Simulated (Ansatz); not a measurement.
Frontier orbitals of `O[SiH2]PS`.

Cartesian coordinates in Å:
```
O 1.678 0.461 -0.659
Si 0.774 0.505 0.714
P -1.006 -0.883 0.682
S -1.500 -0.491 -1.354
H 1.220 0.686 -1.473
H 0.201 1.858 0.946
H 1.681 0.118 1.820
H -0.262 -2.069 0.442
H -2.785 -0.184 -1.118
```

The species carries charge 0 and has multiplicity 1. Geometry: relaxed with PBE0-D4/def2-TZVP. It is one conformer, not always the lowest. Basis def2-TZVPP, Ansatz 0.2.0.

Orbital energies of one run (eV). Highest occupied ones, from the top: -6.25, -6.89, -7.90, -8.50, -9.38, -9.63, -10.00, -10.90, -11.95, -14.27, -15.99, -19.79, -26.62, -96.90. Empty: -1.55, -0.51, -0.13, 0.34, 0.60, 1.39.

Problem. Which functional gave them?
A. HSE06 (plane-wave form)
B. r2SCAN
C. ωB97M-V
D. LC-ωPBE

Solution. B. HOMO energies: r2SCAN -6.25, HSE06 -6.75, ωB97M-V -9.22, LC-ωPBE -9.74 eV.

LC-ωPBE has ω = 0.4 bohr⁻¹.
